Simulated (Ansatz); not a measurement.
Relaxation of AlBFH₆NO (11 atoms, charge 0, multiplicity 1), to a largest force component of 0.03 eV/Å in at most 50 steps.

Level of theory: RKS PBE0/def2-SVP (Ansatz).

```xyz
11
Properties=species:S:1:pos:R:3
B -0.266 0.344 -0.352
N 0.271 -0.070 2.306
H -0.418 -0.337 3.007
H 1.186 -0.127 2.749
H 0.878 0.144 -0.671
F -1.186 -0.589 -0.584
O -0.682 1.576 0.105
Al -1.932 2.747 0.003
H -2.825 2.834 -1.299
H -2.054 3.716 1.247
H 0.101 0.926 2.073
```

Problem. Where does it end, and by what steps?

Solution. The run converged. The force dipped under the threshold on the way, but the program's further checks kept it going. After 18 steps the energy has fallen by 0.629 eV; H4 moved furthest, 1.22 Å. Joined: B1–N2 (2.74 → 1.68 Å).

```tsv
step	energy less start (eV)	largest force component (eV/Å)	accepted
0	0.0000	0.881	yes
1	-0.0487	1.387	yes
2	-0.1384	1.299	yes
3	-0.2976	1.031	yes
4	-0.4971	0.847	yes
5	-0.5250	1.028	yes
6	-0.5612	0.162	yes
7	-0.5893	0.179	yes
8	-0.5863	0.693	no
9	-0.6059	0.107	yes
10	-0.6084	0.191	yes
11	-0.6214	0.113	yes
12	-0.5963	0.464	no
13	-0.6266	0.033	yes
14	-0.6286	0.017	yes
15	-0.6276	0.205	no
16	-0.6287	0.071	yes
17	-0.6285	0.054	no
18	-0.6293	0.016	yes
```

```xyz
11
Properties=species:S:1:pos:R:3
B -0.229 0.468 0.386
N 0.301 0.011 1.912
H -0.514 -0.061 2.525
H 0.780 -0.890 1.890
H 0.806 0.548 -0.280
F -1.043 -0.602 0.025
O -0.921 1.673 0.627
Al -2.018 2.756 -0.077
H -2.477 2.629 -1.591
H -2.544 3.917 0.870
H 0.930 0.717 2.294
```

Whether the end is a true minimum wasn't checked by a vibrational analysis.

The run took 25 s on 2 threads of AMD EPYC 9R45 (Zen 5), on a shared host, peak memory 0.23 GiB.
